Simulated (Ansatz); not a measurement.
Ansatz (a program for electronic structure) input (CCSD(T)/def2-SVPD):

Ansatz 0.2 input:
```yaml
crystal:
  periodic: [false, false, false]
  atoms:
    - {symbol: Cu, position_ang: [-0.03571283, -0.22167885, 0.14645567]}
    - {symbol: Cl, position_ang: [0.11241081, 1.51136477, -1.00961733]}
    - {symbol: O, position_ang: [-0.16108842, -1.85683623, 1.23845008]}
    - {symbol: H, position_ang: [0.15219239, -1.77130001, 2.14737479]}
    - {symbol: H, position_ang: [0.26120321, -2.63852454, 0.86130475]}
basis:
  gaussian:
    orbitals: def2-SVPD
magnetization: {spin_polarized: false}
correlation: {method: ccsd_t, electrons: outside_noble_gas}
output: {forces: true}
```

Output:

```
Functional definition: HF
integrals: 0.13 GiB planned
987 factors; integrals over basis functions are off by at most 8.2e-4 eV
mean field: 0.42 GiB planned
mean field evaluation 1: about -59155.9801 eV, gradient 5.2e1 eV
mean field evaluation 2: about -59156.1909 eV, gradient 5.3e1 eV
mean field evaluation 4: about -59160.7767 eV, gradient 4.8e0 eV
mean field evaluation 8: about -59160.8687 eV, gradient 6.2e-1 eV
mean field evaluation 16: about -59160.8711 eV, gradient 3.2e-6 eV
mean field -59160.87113125 eV, -2174.1219133948 hartree, gradient 3.2e-6 eV, S^2 0.000000; 0 other end points of the search recorded, 0 dependent functions left out
15 core orbitals not correlated
reference -59160.87113125 eV, -2174.1219133948 hartree; 13, 13 occupied and 72, 72 virtual orbitals, 987 factors
densities: 0.47 GiB planned
second order -18.59890976 eV of doubles, -0.00000000 eV of singles
coupled cluster: 0.35 GiB planned
cycle   1  -17.21129204 eV  change     1.4e0 eV  update   1.7e-1
cycle   2  -17.92159050 eV  change   -7.1e-1 eV  update   9.5e-2
cycle   3  -18.05643530 eV  change   -1.3e-1 eV  update   3.7e-2
cycle   4  -18.07188681 eV  change   -1.5e-2 eV  update   1.9e-2
cycle   5  -18.05201128 eV  change    2.0e-2 eV  update   1.0e-2
cycle   6  -18.04751060 eV  change    4.5e-3 eV  update   4.4e-3
cycle   7  -18.04974099 eV  change   -2.2e-3 eV  update   2.1e-3
cycle   8  -18.05048871 eV  change   -7.5e-4 eV  update   6.9e-4
cycle   9  -18.05040022 eV  change    8.8e-5 eV  update   4.0e-4
cycle  10  -18.05061983 eV  change   -2.2e-4 eV  update   1.7e-4
cycle  11  -18.05062135 eV  change   -1.5e-6 eV  update   9.3e-5
cycle  12  -18.05051587 eV  change    1.1e-4 eV  update   4.1e-5
cycle  13  -18.05050567 eV  change    1.0e-5 eV  update   1.9e-5
cycle  14  -18.05052511 eV  change   -1.9e-5 eV  update   8.4e-6
cycle  15  -18.05051276 eV  change    1.2e-5 eV  update   5.8e-6
perturbative correction -0.64493534 eV, -0.0237009366 hartree
the calculation of the forces begins
Total energy: -59179.56657936 eV, -2174.8089584404 hartree
Atom 0 at    -0.035713    -0.221679     0.146456 Å, force    -0.065253    -0.398304     0.263054 eV/Å
Atom 1 at     0.112411     1.511365    -1.009617 Å, force     0.045809     0.491675    -0.327664 eV/Å
Atom 2 at    -0.161088    -1.856836     1.238450 Å, force    -0.079646     0.100871    -0.074771 eV/Å
Atom 3 at     0.152192    -1.771300     2.147375 Å, force     0.048358    -0.087679     0.083693 eV/Å
Atom 4 at     0.261203    -2.638525     0.861305 Å, force     0.050732    -0.106564     0.055687 eV/Å
Dipole moment:     0.141562    -1.520366     1.037214 e Å
```
